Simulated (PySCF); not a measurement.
## Levels of As(28+) from EOM-EA-GCCSD

Reference: closed-shell As(29+), [He] 2s2; one electron is added. Calculated with PySCF 2.14, two-component X2C-1e with screened spin-orbit coupling, an even-tempered Gaussian basis (17 s from 2.4 bohr⁻², ratio 2.6; 12 p from 3.1 bohr⁻², ratio 2.6; 7 d from 3.2 bohr⁻², ratio 2.8; 4 f from 65 bohr⁻², ratio 2.8); frozen nothing; the 32 highest virtual spinors dropped; of the others 50 kept and the rest restored at second order. No Breit or QED terms. Binding energies in eV.

| level | Koopmans |
| --- | --- |
| 2p1/2 | 3092.4 |
| 2p3/2 | 3049.2 |

**Question.** How does correlation move these levels?

**Answer.** 2p1/2: second order 3092.6, EOM-CCSD 3090.7; 2p3/2: second order 3049.7, EOM-CCSD 3048.8.

For comparison, the ionisation energy of As(28+) is 3088.1 ± 1.9 eV (semi-empirical (NIST evaluation); NIST Atomic Spectra Database, ionization energies).

Only part of the computed levels is shown.
